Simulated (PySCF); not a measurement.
C6H6N, SMILES Nc1cc[c]cc1, multiplicity 2.

Coordinates come from a r2SCAN-D4/def2-SVP optimisation. The isomer is the one that the SMILES or the coordinates give; other isomers of the formula were not compared. Other conformers were not sampled.

The numbers are results of TDA-PBE0/def2-SVPD run with PySCF, not measurements.

Vertical excitations. 

**Question.** List the lowest excited states. (Estimate from the structure and the level; the computed values follow.)

**Answer.** 
```tsv
state	energy (eV)	λ (nm)	f	main pairs
root 1	2.34	531	0.001	β HOMO→LUMO 94 %
root 2	3.72	333	0.001	α HOMO→LUMO 39 %, β HOMO→LUMO+1 58 %
root 3	3.88	319	0.000	β HOMO−1→LUMO 100 %
root 4	3.90	318	0.000	α HOMO→LUMO+1 33 %, α HOMO−2→LUMO 14 %, β HOMO→LUMO+2 32 %, β HOMO−1→LUMO+1 14 %
root 5	4.55	272	0.000	α HOMO−2→LUMO 34 %, α HOMO→LUMO+1 16 %, β HOMO−1→LUMO+1 35 %, β HOMO→LUMO+2 13 %
root 6	4.80	258	0.046	α HOMO→LUMO 52 %, α HOMO−2→LUMO+1 8 %, β HOMO→LUMO+1 32 %
root 7	4.92	252	0.001	α HOMO−1→LUMO 98 %
root 8	5.29	234	0.001	α HOMO−1→LUMO+1 43 %, β HOMO−2→LUMO 24 %, β HOMO→LUMO+3 20 %
root 9	5.42	229	0.004	α HOMO−1→LUMO+1 29 %, α HOMO→LUMO+2 10 %, β HOMO→LUMO+3 50 %
root 10	5.61	221	0.022	α HOMO→LUMO+2 70 %, α HOMO→LUMO+1 12 %, β HOMO→LUMO+2 9 %
```
Unrestricted roots are not spin-pure.
